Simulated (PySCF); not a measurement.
## Spinor energies of Pb⁵⁵⁺ (lead, charge +55)

Start: [Ar] 3d9; 3d3/2 filled at m_j = -3/2, -1/2, +1/2, +3/2; 3d5/2 filled at m_j = -3/2, -1/2, +1/2, +3/2, +5/2. Calculated with PySCF 2.14 in an uncontracted even-tempered set (15 s from 16 bohr⁻², ratio 2.8; 13 p from 21 bohr⁻², ratio 2.8; 8 d from 21 bohr⁻², ratio 2.8; 3 f from 75 bohr⁻², ratio 3): generalised Hartree-Fock with the X2C-1e Hamiltonian and a Gaussian nucleus; one run each with spin-orbit coupling (SO) switched off, then screened by Boettger's factors.

```csv
spinor shell,electrons,"ε, spin-free (eV)","ε, screened SO (eV)",weight of nominal j (screened SO),"rms radius, screened SO (bohr)"
1s1/2,2,-91816.7,-91778.8,1.000,0.0181
2s1/2,2,-19213.4,-19201.4,1.000,0.0729
2p1/2,2,-16968.3,-18565.6,1.000,0.0615
2p3/2,4,-16968.3,-16353.3,1.000,0.0697
3s1/2,2,-6914.7,-6911.2,1.000,0.182
3p1/2,2,-6251.8,-6637.4,1.000,0.174
3d3/2,4,-5614.0,-5681.9,0.998,0.163
3d5/2,5,-5614.0,-5566.6,0.999,0.167
```

Where does 3p3/2 lie, and what is the 3p spin-orbit splitting (screened SO)?

At -6100.1 eV, 537.26 eV above 3p1/2.

```csv
quantity,spin-free,screened SO
E (hartree),-18365.56224,-18403.63609
M_J,5/2,5/2
⟨J²⟩,8.750,8.750
⟨L²⟩,6.000,6.097
⟨S²⟩,0.750,0.847
```

Each row is a mean over spinors that exchange with the open shell spreads, by up to 30.364 eV (3p3/2).

Breit and QED terms are absent; they matter most for the inner s and p1/2 levels.

Densities and radii are taken from the X2C orbitals without a picture-change correction, which distorts them close to the nucleus.

Without spin-orbit coupling the j labels of p, d and f shells carry no meaning; the spin-free column gives the mean over the occupied spinors of each nl shell.
